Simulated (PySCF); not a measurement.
Ga(H)2(Me) (CH₅Ga), SMILES [CH3][GaH2].

The structure is a stationary point at TPSSh-D3(BJ)/def2-TZVP.

All values below come from PySCF 2.14.0 with TDA-LC-ωPBE/def2-SVPD.

Vertical excitations. Gas-phase values at a fixed geometry.

```
state  energy (eV)  λ (nm)      f                                                                    main pairs
-----  -----------  ------  -----  ----------------------------------------------------------------------------
S1            5.55     223  0.003                                                                HOMO→LUMO 97 %
S2            5.61     221  0.000                                                              HOMO−1→LUMO 98 %
S3            8.09     153  0.085                                            HOMO→LUMO+1 71 %, HOMO→LUMO+2 24 %
S4            8.38     148  0.204                                                            HOMO−1→LUMO+1 86 %
S5            8.63     144  0.031                                                            HOMO−1→LUMO+2 80 %
S6            8.79     141  0.278                          HOMO→LUMO+3 43 %, HOMO→LUMO+2 34 %, HOMO→LUMO+1 12 %
S7            9.16     135  0.209       HOMO→LUMO+3 40 %, HOMO→LUMO+2 26 %, HOMO−1→LUMO+3 10 %, HOMO→LUMO+1 9 %
S8            9.23     134  0.174                         HOMO−1→LUMO+3 57 %, HOMO→LUMO+5 10 %, HOMO→LUMO+3 9 %
S9            9.59     129  0.003                                                              HOMO−3→LUMO 86 %
S10           9.67     128  0.050                                            HOMO→LUMO+4 65 %, HOMO−2→LUMO 16 %
T1            5.00     248      0                                                              HOMO−1→LUMO 96 %
T2            5.08     244      0                                                                HOMO→LUMO 95 %
T3            7.39     168      0  HOMO−1→LUMO+3 31 %, HOMO→LUMO+2 23 %, HOMO−1→LUMO+2 12 %, HOMO−1→LUMO+11 7 %
T4            7.41     167      0      HOMO→LUMO+2 35 %, HOMO−1→LUMO+3 20 %, HOMO→LUMO+1 9 %, HOMO−1→LUMO+2 7 %
```
Triplets are in the Tamm–Dancoff approximation.
